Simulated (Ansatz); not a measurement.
CH3FSi, SMILES `C[Si]F` (lower singlet) (charge 0, multiplicity 1). This singlet lies 1.87 eV below the relaxed triplet at the level frozen-core CCSD(T)/cc-pVTZ // B3LYP-D3(BJ)/def2-TZVP (Ansatz, a first-principles code).

Cartesian coordinates (Å):
```xyz
6

C     -0.5468     0.0029    -0.0783
Si     1.1366    -0.8373    -0.3004
F      2.0569     0.2693     0.4596
H     -1.3581    -0.5547    -0.5505
H     -0.7680     0.1056     0.9909
H     -0.5219     1.0163    -0.4948
```
Charge 0, spin multiplicity 1.

The restricted HF start is unstable towards unrestricted orbitals.

Q: Give the natural occupations of the active orbitals, the CASSCF energy and the corrected energy for frozen-core fic-MRCISD+Q@CASSCF(2e,2o)/cc-pVTZ // B3LYP-D3(BJ)/def2-TZVP in Ansatz.

A: 
- natural occupations = 1.91, 0.09
- CASSCF energy = -428.0947 Ha
- corrected energy = -428.6311 Ha
- weight of the reference = 0.894
